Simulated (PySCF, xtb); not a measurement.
C4H9O2, SMILES C(O[CH2])COC, multiplicity 2. Other conformers were not sampled.

Harmonic wavenumbers (cm⁻¹) from xtb with GFN2-xTB at its own minimum, in rising order: 43, 72, 87, 227, 245, 264, 291, 364, 434, 547, 868, 887, 1022, 1039, 1081, 1125, 1130, 1147, 1169, 1212, 1247, 1269, 1325, 1357, 1374, 1406, 1445, 1467, 1469, 1490, 2841, 2859, 2884, 2891, 2910, 2916, 3033, 3097, 3178.

What does PBE0-D3(BJ)/def2-SVP run with PySCF give at its own minimum? (Estimate from the structure and the level; the computed values follow.)

73, 81, 128, 232, 271, 287, 318, 374, 571, 583, 892, 893, 1078, 1094, 1127, 1181, 1210, 1215, 1253, 1274, 1310, 1349, 1386, 1449, 1459, 1463, 1468, 1474, 1486, 1506, 2974, 2987, 3015, 3027, 3048, 3081, 3128, 3159, 3289. Paired by order, the mean absolute difference is 64 cm⁻¹ and the zero-point energies are 76.8 and 80.3 kcal/mol.
